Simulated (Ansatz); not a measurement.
Start from `[SiH3][Zn][GaH2]` and change one atom or group to get `[BH2][Zn][SiH3]`.

Ansatz, PBE0-D4/def2-TZVP geometries, multiplicity 1. 

Scalar relativity is left out up to krypton.

```
                                          property  `[SiH3][Zn][GaH2]`
                LUMO energy (PBE0/def2-TZVPP) / eV               -2.48
             HOMO–LUMO gap (B3LYP/def2-TZVPP) / eV                3.52
               HOMO–LUMO gap (PBE/def2-TZVPP) / eV                2.29
           HOMO–LUMO gap (ωB97M-V/def2-TZVPP) / eV                7.50
                 HOMO energy (PBE/def2-TZVPP) / eV               -5.52
size of the dipole moment (ωB97M-V/def2-TZVPP) / D                0.19
```

(1) Give the same properties after the change, and the shifts. (Best estimate.)

Results:

(1) The calculation gave: 
```tsv
property	`[BH2][Zn][SiH3]`	shift
LUMO energy (PBE0/def2-TZVPP) / eV	-2.63	-0.15
HOMO–LUMO gap (B3LYP/def2-TZVPP) / eV	3.65	0.13
HOMO–LUMO gap (PBE/def2-TZVPP) / eV	2.10	-0.19
HOMO–LUMO gap (ωB97M-V/def2-TZVPP) / eV	7.91	0.41
HOMO energy (PBE/def2-TZVPP) / eV	-5.72	-0.20
size of the dipole moment (ωB97M-V/def2-TZVPP) / D	1.09	0.90
```

With PBE0 the HOMO falls by 0.28 eV and the LUMO falls by 0.15 eV, so the gap widens by about 0.13 eV. PBE moves the HOMO by -0.20 eV and ωB97M-V by -0.39 eV. Dipoles are sizes alone; their direction can turn.

B3LYP here is the variant with VWN-RPA as its local correlation; programs differ in this.
